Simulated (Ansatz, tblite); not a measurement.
Forces on the cluster Si5O4 at its PBE-D4/def2-SVP geometry. The state is a singlet with charge 0.

The xTB rows come from tblite. The restricted singlet is unstable towards broken spin symmetry in Hartree–Fock (as tested in another run); at PBE-D4/def2-TZVP this wasn't settled. Another isomer (singlet) lies 1.00 eV lower at PBE0-D4/def2-TZVP; other spin states weren't run for this one.

GFN1-xTB (tblite), largest force 1.70 eV/Å:

```xyz
9
positions Å, forces eV/Å
Si   -0.928    1.710   -1.592    0.004    1.124   -0.926
Si    1.447   -2.337   -0.025   -0.539    0.345   -0.094
Si    0.957   -0.188    2.570   -0.475    0.063   -0.435
Si   -1.126    0.812    0.563    0.004    1.070    1.317
Si   -0.809   -0.581   -1.120    0.486   -1.050   -1.241
O     0.280   -1.881   -1.199   -0.039    0.225    0.576
O     1.130   -1.269    1.264    0.702   -0.344    0.416
O    -0.614    2.913   -2.527   -0.273   -0.917    0.706
O    -0.336    0.823    2.065    0.129   -0.516   -0.320
```

GFN2-xTB (tblite), largest force 2.23 eV/Å:

```
Si 0.517 1.718 -1.321
Si -1.345 1.148 -0.196
Si -1.124 0.176 -1.368
Si -0.176 0.596 1.450
Si 0.256 -1.307 -0.845
O 0.858 0.231 1.487
O 0.213 -0.006 0.045
O -0.389 -1.329 1.025
O 1.189 -1.228 -0.277
```

PBE-D4/def2-TZVP (Ansatz), largest force 0.81 eV/Å:

```
Si 0.105 0.534 -0.418
Si -0.546 0.595 0.063
Si -0.401 -0.039 -0.703
Si 0.352 -0.072 0.432
Si 0.420 -0.368 0.079
O -0.021 0.250 0.308
O 0.125 -0.057 0.071
O -0.126 -0.592 0.464
O 0.092 -0.250 -0.296
```
